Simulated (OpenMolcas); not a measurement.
## 5s² 5p along the 49-electron sequence

| Item | Value |
| --- | --- |
| Program | OpenMolcas |
| Method | XMS-CASPT2, IPEA 0.25 Eh, imaginary shift 0.1 Eh |
| Basis | ANO-RCC-VTZP |
| Scalar Hamiltonian | DKH2, point nucleus |
| Spin-orbit coupling | state interaction with AMFI integrals over the reference wave functions, term energies averaged over their components |

Active space for each ion: 1 electron in 3 orbitals (5p); closed shells correlated by CASPT2: 4d 5s.

Computed levels in cm-1 above ²P°_1/2:

| Level | Sb2+ | Te3+ | I4+ | Xe5+ |
| --- | --- | --- | --- | --- |
| ²P°_3/2 | 5870 | 8390 | 11310 | 14110 |
| weight of ²P° in the lowest level (%) | 100 | 100 | 100 | 100 |

Measured, with the error of the calculation in %. Measured levels: Sb2+, Te3+ from Moore, Atomic Energy Levels, vol. III, NSRDS-NBS 35 (1971 reprint of NBS Circular 467, 1958); Xe5+ from Saloman, J. Phys. Chem. Ref. Data 33, 765 (2004).

```json
{"Level": "²P°_3/2", "Sb2+": "6576 (-10.7)", "Te3+": "9223 (-9.1)", "Xe5+": "15599 (-9.5)"}
```

The fine-structure level ²P°_3/2 changes by a factor of 2.4 from Sb2+ to Xe5+. Its fourth root runs 8.75, 9.57, 10.31, 10.90, with steps per unit of Z of 0.82, 0.74, 0.59; equal steps would mean a (Z - σ)^4 law with constant σ.

CASPT2 does not keep the components of a term degenerate, so their means are used; among the terms shown or strongly mixed into the levels shown the widest spread is 63 cm-1 (5s² 5p ²P°, Te3+). With one active electron, CASPT2 adds the correlation within the correlated inactive shells and between them and that electron, and leaves the splitting within a term as the reference gives it. Computed and measured levels are paired by configuration, term and J; levels that our copy of the source lacks, or whose pairing is in doubt (as where it misses far off the trend of its configuration), stay unpaired and out of the deviations. Only configurations of the active space appear.

° marks odd parity.
